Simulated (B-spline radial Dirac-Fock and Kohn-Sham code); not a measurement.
Method: Dirac-Fock energy differences between relaxed states, corrected for Breit and QED terms. Computed with a radial atomic solver. Free neutral atoms.

Task: Order these X-ray lines by photon energy, lowest first.
A. Cs Lβ1
B. Sn Lβ2
C. Ca Kα1
D. La Lβ1
E. Ce Lγ4
F. Cs Lγ5

Result: C (3690.6 eV), B (3906.7 eV), A (4620.6 eV), D (5041.7 eV), F (5119.8 eV), E (6538.1 eV).
